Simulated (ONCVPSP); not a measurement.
**silver (Ag): excitation energies, all-electron against ONCV**

```
Element                 : silver (Ag)
Generator               : ONCVPSP 4.0.1
Type                    : optimised norm-conserving Vanderbilt (ONCV)
Functional              : PBE
Relativity              : scalar-relativistic
Frozen core             : [Ar] 3d10
Valence charge          : 19
Reference configuration : 4s2 4p6 4d8 (charge +3)
Partial waves           : 4s: rc 1.45 bohr, ncon 4, nbas 8, qcut 7.2 1/bohr, 2 projectors, debl 3.9 Ha; 4p: rc 0.95 bohr, ncon 5, nbas 9, qcut 9.6 1/bohr, 2 projectors, debl 2.6 Ha; 4d: rc 1.80 bohr, ncon 3, nbas 7, qcut 9.3 1/bohr, 2 projectors, debl 0.4 Ha
Local potential         : polynomial inside 0.95 bohr (lpopt 5, dvloc0 2 Ha)
Core correction         : Teter function, fcfact 4, rcfact 1.5
```

In the s channel the program set the typed energies aside and used -4.914, 0.050 Ha. In the p channel the program set the typed energies aside and used -3.559, 0.250 Ha. In the d channel the program set the typed energies aside and used -1.607, 0.250 Ha.

Energies are relative to the spin-unpolarised reference configuration 4s2 4p6 4d8; without spin polarisation the order of configurations can differ from experiment.

(1) Give the all-electron excitation energy and the error of the potential for: 4s2 4p6 4d10 5s1; 4s2 4p6 4d10; 4s2 4p6 4d9; 4s2 4p5 4d10 5s1.

Levels in the configuration 4s2 4p5 4d10 5s1:

```json
{"level": "4s", "all-electron (eV)": "-109.219", "pseudo (eV)": "-109.373"}
{"level": "4p", "all-electron (eV)": "-72.442", "pseudo (eV)": "-72.496"}
{"level": "4d", "all-electron (eV)": "-20.108", "pseudo (eV)": "-20.117"}
{"level": "5s", "all-electron (eV)": "-12.879", "pseudo (eV)": "-12.883"}
```

Answers

(1)

```tsv
valence configuration	charge	ΔE all-electron (eV)	error AE − PS (meV)
4s2 4p6 4d10 5s1	0	-66.064	+23
4s2 4p6 4d10	+1	-58.307	+26
4s2 4p6 4d9	+2	-36.193	+12
4s2 4p5 4d10 5s1	+1	-0.819	-42
```
